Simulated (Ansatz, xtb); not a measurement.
Relaxing a trial structure of CH2FSn−

The starting geometry of this gas-phase singlet has its atoms placed at random.

```xyz
5

C    -1.7950   -0.4315    0.9433
F    -0.6302   -0.7568   -1.7718
Sn   -0.4142    0.7756    0.1404
H    -1.1335   -0.7110    0.2826
H     1.6230   -0.1719    0.5093
```

Task: One run relaxed it with r2SCAN-D4/def2-SVPD. What is a likely outcome?

Result: It ends as `[H]/[C-]=[SnH]\[F]`. Distances that change by over a tenth: C1–H4 (0.98 → 1.12 Å). Contacts that open: Sn3–H4 (1.66 → 2.57 Å). Contacts that close: F2–Sn3 (2.46 → 2.07 Å), Sn3–H5 (2.28 → 1.74 Å).

The energy falls by 4.16 eV over 16 steps:

```tsv
step	E − E(last) (eV)
1	4.161
3	1.126
4	0.805
6	0.450
8	0.243
9	0.143
11	0.014
13	0.006
14	0.001
16	0.000
```

Final geometry (Å):

```xyz
5

C    -1.5229   -0.5157    1.2768
F     0.2005   -0.2130   -2.1088
Sn   -0.1018   -0.1371   -0.0575
H    -2.4297   -0.8801    0.7266
H     1.5039    0.4502    0.2667
```

From the same start GFN2-xTB ends elsewhere, differing in C1–H5 (1.10 against 3.33 Å here), Sn3–H5 (2.77 against 1.74 Å here).

From so rough a start the end depends on the optimiser's path, so another program may land elsewhere. The end wasn't checked by frequencies. Atoms past krypton carry core potentials, without spin–orbit terms. Run with Ansatz 0.2.0, 29 s on 1 thread of Intel(R) Xeon(R) 6975P-C (Granite Rapids), with other jobs on the host.
